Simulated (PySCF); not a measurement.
Working out the ionisation energy of Zn⁺

Zn⁺ [Ar] 3d10 4s1 (2S) → Zn²⁺ [Ar] 3d10 (1S). All numbers are calculated (PySCF 2.14, scalar relativity by spin-free X2C-1e, in x2c-SVPall (5s3p3d1f, 36 functions)). Frozen: [Ar]. Energies in hartree (1 hartree = 27.21139 eV):

```csv
part,Zn⁺ (lower),Zn²⁺ (upper)
UHF,-1793.654768,-1793.035973
CCSD correlation,-0.245091,-0.230503
(T),-0.006983,-0.005616
```

Question: What does Hartree-Fock give?

Answer: (-1793.035973) − (-1793.654768) = 0.618795 hartree = 16.838 eV.

Question: What do CCSD and CCSD(T) give?

Answer: The CCSD correlation energies differ by 0.014588 hartree = 0.397 eV and the triples by 0.001367 hartree = 0.037 eV, so CCSD gives 17.235 eV and CCSD(T) 17.272 eV.

Measured between the centres of the two terms (NIST): 17.964 eV, so CCSD(T) (valence) is off by -0.692 eV.

A double-zeta basis recovers only part of the correlation energy.

What remains against the reference includes basis incompleteness, the frozen core and higher excitations.
